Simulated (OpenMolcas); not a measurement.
# Be I: thermal populations, worked from levels

* Program: OpenMolcas
* Basis: ANO-RCC-VTZP [4s3p2d1f]
* Scalar Hamiltonian: DKH2, point nucleus
* Active space: 2 electrons in 4 orbitals (2s 2p)
* State averaging: 2S+1 = 3 even, 3 roots; 2S+1 = 1 even, 6 roots; 2S+1 = 3 odd, 3 roots; 2S+1 = 1 odd, 3 roots
* Spin-orbit coupling: RASSI with atomic mean-field integrals over the reference wave functions, term energies averaged over their components

Methods: CASSCF; SS-CASPT2, IPEA 0.25 Eh, imaginary shift 0.1 Eh (closed shells correlated: 1s). Measured levels: NIST Handbook of Basic Atomic Spectroscopic Data.

**Thermal populations.** Z = Σ (2J + 1) exp(-E/kT) with k = 0.695035 cm-1/K, over the levels below. No other level of either list lies under 52000 cm-1, which is above 7 kT at each temperature.

| Level | 2J + 1 | SS-CASPT2 | measured |
| --- | --- | --- | --- |
| 2s2 1S0 | 1 | 0.0 | 0.0 |
| 2s 2p 3P* 0 | 1 | 22005 | 21978 |
| 2s 2p 3P* 1 | 3 | 22006 | 21979 |
| 2s 2p 3P* 2 | 5 | 22008 | 21981 |
| 2s 2p 1P* 1 | 3 | 45865 | 42565 |

```csv
T (K),"Z, SS-CASPT2","Z, measured levels","Ground level (%), SS-CASPT2","Ground level (%), measured levels"
8000,1.173,1.174,85.3,85.2
```

At 8000 K, kT = 5560 cm-1, and the computed levels give Z = 1.000 + 0.019 + 0.057 + 0.095 + 0.001 = 1.173.

Without dynamic correlation excited terms often stand tens of per cent too high (terms of higher spin than the ground term too low), and those without a measured partner can miss by more than the paired ones (holds for CASSCF). Measured partners are found by configuration, term and J. A level has none where our copy of the source lacks it or the pairing is in doubt (some pairs that miss far off the trend of their configuration count as doubtful), and it then counts in no deviation. Only configurations of the active space appear.

* marks odd parity.
